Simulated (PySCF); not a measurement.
```xyz
4

Cl     1.9536    -0.0074     0.0576
Ga    -0.2116     0.0008    -0.0062
H     -0.8763    -1.4069    -0.0288
H     -0.8658     1.4135    -0.0226
```

Charge 0, multiplicity 1.

### Question
Give the Mulliken and meta-Löwdin atomic charges from M06-2X/def2-TZVP // B3LYP-D3(BJ)/def2-TZVP run with PySCF.

### Answer

```json
[
 {"atom": "Cl1", "Mulliken (e)": "-0.33", "meta-Löwdin (e)": "-0.33"},
 {"atom": "Ga2", "Mulliken (e)": "0.48", "meta-Löwdin (e)": "0.50"},
 {"atom": "H3", "Mulliken (e)": "-0.08", "meta-Löwdin (e)": "-0.09"},
 {"atom": "H4", "Mulliken (e)": "-0.08", "meta-Löwdin (e)": "-0.09"}
]
```
